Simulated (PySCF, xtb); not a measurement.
SSn, SMILES [S]=[Sn] (connectivity only; charge and spin as stated), neutral, multiplicity 1.

Harmonic wavenumbers (cm⁻¹) from GFN2-xTB (xtb) at its own minimum, in rising order: 510.

Question: What does PBE0-D3(BJ)/def2-TZVP (PySCF) give at its own minimum? (An estimate is asked for; the answer gives what the named calculation found.)

Answer: 504. Paired by order, the mean absolute difference is 6 cm⁻¹ and the zero-point energies are 0.7 and 0.7 kcal/mol.
